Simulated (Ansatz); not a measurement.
Cost and result for the atomization energy of C2H6Al2O (11 atoms, 12 bonds).

```json
{"atom": "C1", "x (Å)": "-0.6951", "y (Å)": "-1.8591", "z (Å)": "0.5088"}
{"atom": "Al2", "x (Å)": "-0.3178", "y (Å)": "-0.4946", "z (Å)": "-0.8341"}
{"atom": "C3", "x (Å)": "1.3728", "y (Å)": "0.4157", "z (Å)": "-0.5998"}
{"atom": "O4", "x (Å)": "2.1054", "y (Å)": "1.3198", "z (Å)": "-0.2787"}
{"atom": "Al5", "x (Å)": "0.3059", "y (Å)": "2.0716", "z (Å)": "0.2223"}
{"atom": "H6", "x (Å)": "-0.4477", "y (Å)": "-2.8551", "z (Å)": "0.1319"}
{"atom": "H7", "x (Å)": "-1.7573", "y (Å)": "-1.8584", "z (Å)": "0.7678"}
{"atom": "H8", "x (Å)": "-0.1282", "y (Å)": "-1.6910", "z (Å)": "1.4269"}
{"atom": "H9", "x (Å)": "-0.7563", "y (Å)": "-0.3693", "z (Å)": "-2.3476"}
{"atom": "H10", "x (Å)": "0.0379", "y (Å)": "3.2429", "z (Å)": "-0.7971"}
{"atom": "H11", "x (Å)": "0.2804", "y (Å)": "2.0774", "z (Å)": "1.7995"}
```

The species carries charge 0 and has multiplicity 1. The bonds changed during the relaxation, so this is another structure than the one it started from. Geometry: relaxed with PBE0-D4/def2-TZVP. It is one conformer, not always the lowest. Program: Ansatz. All runs use 4 threads of an Arm Neoverse V2 on a shared host. Times are those of one run each, without the atoms' runs, and a repeat can differ threefold. Electronic energies, without spin–orbit coupling; frozen cores. CCSD(T)/CBS adds CCSD(T) − MP2 in def2-TZVPP to the MP2 limit, and its time is that of the two runs behind it. T1 = 0.017; the RHF reference is unstable towards UHF. B3LYP takes the VWN-RPA correlation (the form of Gaussian; ORCA's B3LYP/G).

CCSD(T)/CBS is a level of theory with its own doubt, some kJ/mol a heavy atom from the limit and from the frozen cores, so smaller differences don't rank the functionals.

```csv
level,functions,wall time,atomization (kJ/mol),difference from CCSD(T)/CBS,per bond
LDA (SPW92)/def2-TZVPP,261,1.3 s,4217.4,512.1,42.7
BLYP-D4/def2-TZVPP,261,1.9 s,3693.9,-11.4,-0.9
PBE-D4/def2-TZVPP (with forces),261,2.5 s,3766.4,61.1,5.1
PBE0-D4/def2-TZVPP,261,3 s,3685.3,-20.0,-1.7
BHLYP-D4/def2-TZVPP,261,3.3 s,3567.9,-137.4,-11.5
CCSD(T)/def2-SVP,108,3.8 s,3508.0,-197.3,-16.4
B3LYP-D4/def2-TZVPP (with forces),261,4.4 s,3688.3,-17.0,-1.4
r2SCANh-D4/def2-TZVPP,261,5.5 s,3701.6,-3.7,-0.3
B2PLYP/def2-TZVPP,261,6.5 s,3650.5,-54.8,-4.6
ωB97M-V/def2-TZVPP (with forces),261,12 s,3706.7,1.4,0.1
MP2/def2-QZVPP,491,26 s,3713.6,8.3,0.7
CCSD(T)/def2-TZVPP,261,110 s,3608.3,-97.0,-8.1
CCSD(T)/CBS(def2),–,2.3 min,3705.3,0.0,0.0
```

At CCSD(T), def2-SVP lies −197.3 kJ/mol from the extrapolated value and def2-TZVPP −97.0 kJ/mol: correlation converges slowly with the basis, and small sets miss more of it in the bonded molecule than in its fragments. From BLYP to BHLYP (50 % exact exchange), in def2-TZVPP and without D4, the atomization energy moves by −109.0 kJ/mol: exact exchange takes away binding that semilocal exchange gives to molecules. The D4 term adds +35.5 kJ/mol with B3LYP and +18.8 kJ/mol with PBE0; it sums over pairs of atoms, weighted by their polarisabilities, and B3LYP, whose exchange is more repulsive, gets the larger term.
